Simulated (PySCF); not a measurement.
Input file for PySCF: R-M06-2X/def2-TZVPP on C2H2O2 (SMILES O=CC=O), a point of a torsion scan.

```python
from pyscf import gto, dft

mol = gto.M(
    atom='''
    O     1.53816198   -0.07470243   -0.90278020
    C     0.75738305   -0.06212029   -0.00006072
    C    -0.74973932   -0.00658700   -0.12213484
    O    -1.44294794   -0.80855483   -0.67073269
    H     1.07846117   -0.07368777    1.06420179
    H    -1.16575940    0.88904229    0.38842519
    ''',
    basis='def2-tzvpp',
    charge=0, spin=0, verbose=4, max_memory=1800)
mf = dft.RKS(mol, xc='m062x').density_fit(auxbasis='def2-universal-jkfit')
mf.grids.level = 4
mf.conv_tol = 1e-9
mf.max_cycle = 150
mf.kernel()
mf.dip_moment()
```

It printed:

```
PySCF version 2.14.0

[INPUT] verbose = 4
[INPUT] num. atoms = 6
[INPUT] num. electrons = 30
[INPUT] charge = 0
[INPUT] spin (= nelec alpha-beta = 2S) = 0
[INPUT] symmetry False subgroup None
[INPUT] Mole.unit = angstrom
[INPUT] Symbol           X                Y                Z      unit          X                Y                Z       unit  Magmom
[INPUT]  1 O      1.538161980000  -0.074702430000  -0.902780200000 AA    2.906704877419  -0.141167133539  -1.706007328680 Bohr   0.0
[INPUT]  2 C      0.757383050000  -0.062120290000  -0.000060720000 AA    1.431246535888  -0.117390334879  -0.000114744170 Bohr   0.0
[INPUT]  3 C     -0.749739320000  -0.006587000000  -0.122134840000 AA   -1.416801979618  -0.012447625983  -0.230801397868 Bohr   0.0
[INPUT]  4 O     -1.442947940000  -0.808554830000  -0.670732690000 AA   -2.726776418605  -1.527947185394  -1.267501086893 Bohr   0.0
[INPUT]  5 H      1.078461170000  -0.073687770000   1.064201790000 AA    2.037996247278  -0.139249704030   2.011049924372 Bohr   0.0
[INPUT]  6 H     -1.165759400000   0.889042290000   0.388425190000 AA   -2.202965993137   1.680046441256   0.734017228982 Bohr   0.0

nuclear repulsion = 102.872930527471
number of shells = 56
number of NR pGTOs = 216
number of NR cGTOs = 152
basis = def2-tzvpp
ecp = {}


******** <class 'pyscf.df.df_jk.DFRKS'> ********
method = DFRKS
initial guess = minao
damping factor = 0
level_shift factor = 0
DIIS = <class 'pyscf.scf.diis.CDIIS'>
diis_start_cycle = 1
diis_space = 8
diis_damp = 0
SCF conv_tol = 1e-09
SCF conv_tol_grad = None
SCF max_cycles = 150
direct_scf = False
XC library pyscf.dft.libxc version 7.1.2
    S. Lehtola, C. Steigemann, M. J. T. Oliveira, and M. A. L. Marques,  SoftwareX 7, 1–5 (2018)
XC functionals = m062x
    Y. Zhao and D. G. Truhlar,  Theor. Chem. Acc. 120, 215 (2008)
    Y. Zhao and D. G. Truhlar,  Theor. Chem. Acc. 120, 215 (2008)
radial grids:
    Treutler-Ahlrichs [JCP 102, 346 (1995); DOI:10.1063/1.469408] (M4) radial grids

becke partition: Becke, JCP 88, 2547 (1988); DOI:10.1063/1.454033
pruning grids: <function nwchem_prune>
grids dens level: 4
symmetrized grids: False
atomic radii adjust function: <function treutler_atomic_radii_adjust>
small_rho_cutoff = 0
Set gradient conv threshold to 3.16228e-05
Initial guess from minao.
tot grids = 145152
******** <class 'pyscf.df.df.DF'> ********
auxbasis = def2-universal-jkfit
init E= -228.412928921367
  HOMO = -0.287708361724579  LUMO = -0.126180293012983  gap/eV = 4.39540
cycle= 1 E= -227.588973316959  delta_E= 0.824  |g|= 1.03  |ddm|= 2.02
  HOMO = -0.253023276525099  LUMO = -0.0524495440992183  gap/eV = 5.45789
cycle= 2 E= -227.112419444863  delta_E= 0.477  |g|= 1.97  |ddm|= 1.48
  HOMO = -0.333229481464443  LUMO = -0.0607526310342799  gap/eV = 7.41447
cycle= 3 E= -227.812116420828  delta_E= -0.7  |g|= 0.0573  |ddm|= 0.988
  HOMO = -0.337938945768922  LUMO = -0.0537637270374987  gap/eV = 7.73280
cycle= 4 E= -227.812965418515  delta_E= -0.000849  |g|= 0.0256  |ddm|= 0.0721
  HOMO = -0.337844059575538  LUMO = -0.0511515343064666  gap/eV = 7.80130
cycle= 5 E= -227.813122226974  delta_E= -0.000157  |g|= 0.00647  |ddm|= 0.0238
  HOMO = -0.338671473887846  LUMO = -0.0516588767749369  gap/eV = 7.81001
cycle= 6 E= -227.813134143947  delta_E= -1.19e-05  |g|= 0.00159  |ddm|= 0.00988
  HOMO = -0.338451303544979  LUMO = -0.0513321997027631  gap/eV = 7.81291
cycle= 7 E= -227.813134817373  delta_E= -6.73e-07  |g|= 0.000386  |ddm|= 0.00158
  HOMO = -0.338527149027417  LUMO = -0.0513909404808928  gap/eV = 7.81337
cycle= 8 E= -227.813134856348  delta_E= -3.9e-08  |g|= 6.41e-05  |ddm|= 0.000513
  HOMO = -0.338527051164604  LUMO = -0.0513883448532262  gap/eV = 7.81344
cycle= 9 E= -227.81313485754  delta_E= -1.19e-09  |g|= 4.07e-05  |ddm|= 8.27e-05
  HOMO = -0.338526983607888  LUMO = -0.05138779444205  gap/eV = 7.81346
cycle= 10 E= -227.81313485792  delta_E= -3.8e-10  |g|= 1.22e-05  |ddm|= 3.11e-05
  HOMO = -0.338527039244809  LUMO = -0.0513882046710172  gap/eV = 7.81345
Extra cycle  E= -227.81313485796  delta_E= -4.02e-11  |g|= 1.55e-05  |ddm|= 1.79e-05
converged SCF energy = -227.81313485796
Dipole moment(X, Y, Z, Debye): -0.16227,  1.50901,  2.68861
```

The calculation finished and met its thresholds.

Cost: very roughly 27 core-seconds.
